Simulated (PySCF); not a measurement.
C4H4F2O2, SMILES C1C(OCO1)=C(F)F.

Geometry: B3LYP-D3(BJ)/def2-SVP. The structure was generated by enumeration, and PubChem lists no compound with its InChIKey, so it may never have been made. One conformer was computed; it need not be the lowest.

Two levels are set side by side: TDA-PBE/def2-SVPD (PySCF) and TDA-PBE0/def2-SVPD (PySCF). Vertical, same geometry. The lowest singlet is HOMO→LUMO+1 73 %, HOMO→LUMO 27 % with PBE and HOMO→LUMO 93 % with the other functional; states are paired by order. Differences are taken from unrounded values.

```
quantity                              TDA-PBE0
------------------------------------  --------
lowest singlet excitation (eV)            5.96
lowest triplet excitation (TDA) (eV)      4.24
```

### Question
What does TDA-PBE give, and how far is it from TDA-PBE0? (An estimate is asked for; the answer gives what the named calculation found.)

### Answer

```csv
quantity,TDA-PBE,TDA-PBE minus TDA-PBE0
lowest singlet excitation (eV),5.16,-0.80
lowest triplet excitation (TDA) (eV),4.25,0.02
```

Functionals without exact exchange tend to place singlet excitations lower, as here. Differences between two approximate levels are no errors against the true value.

Rough cost on one machine, each run with all the roots and properties that it gave: TDA-PBE0 against TDA-PBE about 2 times.
